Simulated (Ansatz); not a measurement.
Molecule: SbH$_{2}$, charge 0, multiplicity 2. SMILES: [SbH2]
Geometry: optimised at B3LYP-D3(BJ)/def2-TZVP (Ansatz, a program for electronic structure).

Computed values are from Ansatz. Correlated levels leave the core frozen unless marked. UHF or UKS for open shells. No spin-orbit coupling. The frozen core is the preceding noble-gas configuration, with the filled d and f shells of earlier blocks. In def2 rows, elements after Kr have scalar-relativistic effective core potentials. Basis-set limits of correlation are two-point, X^-3; Hartree-Fock from the larger set.

- atomisation energy De: 124.5 kcal/mol at CCSD(T)/CBS(def2-TZVPPD,def2-QZVPPD)
- vertical electron affinity (to the singlet; negative means unbound): 1.32 eV at CCSD(T)/CBS(def2-TZVPPD,def2-QZVPPD)
- total energy: -240.5599 Eh at CCSD(T)/CBS(def2-TZVPPD,def2-QZVPPD)
- dipole moment: 0.31 D at CCSD(T)/def2-SVPD
- T1 diagnostic: 0.016 at CCSD/def2-QZVPPD
